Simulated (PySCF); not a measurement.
Compound: C2H6PSi (charge -1).
Atom-mapped SMILES: `[CH2:1]=[CH:2][P-:3][SiH3:4]` (hydrogens: H5, H6 on C1; H7 on C2; H8, H9, H10 on Si4)

Geometry (PBE0-D3(BJ)/def2-SVP, Å), atoms numbered from 1 in this order:
```
atom  x, y, z in Å
C1     1.6757   -0.4988    0.0182
C2     1.3002    0.6931   -0.5102
P3    -0.2803    1.5250   -0.7557
Si4   -1.6267   -0.0059    0.0658
H5     2.7312   -0.7945    0.0581
H6     0.9519   -1.2144    0.4259
H7     2.1318    1.3168   -0.8829
H8    -1.6533   -1.3795   -0.5899
H9    -1.4968   -0.3847    1.5349
H10   -3.0580    0.4744   -0.0505
```

All values: PBE0/pcSseg-1 (PySCF, non-relativistic), on one gas-phase PBE0-D3(BJ)/def2-SVP geometry that isn't relaxed in the solvent. The solvent is an IEF-PCM continuum (van der Waals radii × 1.2). Specific hydrogen bonds and non-electrostatic terms are outside this model.

Gas phase at PBE0/pcSseg-1: HOMO -0.03 eV, LUMO 4.88 eV.

Task: What does the continuum do to the energy and the frontier levels at PBE0/pcSseg-1 in methanol and acetonitrile?

Result: 
```
     solvent      ε  E(solvent) − E(gas) (kcal/mol)  polarisation term (kcal/mol)  distortion of the solute (kcal/mol)  HOMO (eV)  LUMO (eV)
    methanol  32.61                          -52.02                        -54.03                                 2.01      -4.47       0.70
acetonitrile  35.69                          -52.18                        -54.21                                 2.03      -4.48       0.69
```

The polarisation term is half the interaction of the solute with the surface charges that it induces; the rest is the cost of distorting the solute's density. The sum is the electrostatic part of solvation alone. From methanol to acetonitrile the lowering changes by a factor 1.00, Born's factor 1 − 1/ε by 1.00 and ε itself by 1.1.

Task: Which radius a makes Born's formula ΔE = −(q²/2a)(1 − 1/ε) give the value in acetonitrile?

Result: a = q²(1 − 1/ε)/(2|ΔE|) = 3.09 Å, with q = -1 e and |ΔE| = 0.0832 Eh; the farthest nucleus lies 3.17 Å from the centroid of the nuclei. The formula assumes a point charge at the centre of a sphere.

Task: Which Mulliken charges (PBE0/pcSseg-1) respond most in acetonitrile (means over atoms taken as equivalent)?

Result: 
```csv
atoms,environment,gas (e),solvent (e),change
P3,phosphorus bonded to C and Si,-0.332,-0.495,-0.163
H5,vinylic hydrogen,+0.055,+0.109,+0.054
H7,vinylic hydrogen,+0.084,+0.129,+0.045
H8/H9/H10,Si–H hydrogen,-0.152,-0.121,+0.031
C2,alkene CH carbon,-0.395,-0.420,-0.025
H6,vinylic hydrogen,+0.096,+0.121,+0.025
C1,terminal =CH2 carbon,-0.293,-0.311,-0.018
Si4,SiH3 silicon,+0.240,+0.229,-0.011
```

Task: Which Mayer bond orders change most in acetonitrile?

Result: 
```csv
bond,length (Å),gas,solvent,change
C2–P3,1.803,1.143,1.089,-0.054
P3–Si4,2.198,1.184,1.136,-0.048
C1–C2,1.357,1.788,1.818,+0.030
Si4–H9,1.523,0.852,0.872,+0.020
Si4–H8,1.522,0.854,0.873,+0.019
Si4–H10,1.514,0.916,0.932,+0.016
C2–H7,1.104,0.946,0.939,-0.007
C1–H5,1.097,0.956,0.953,-0.003
```
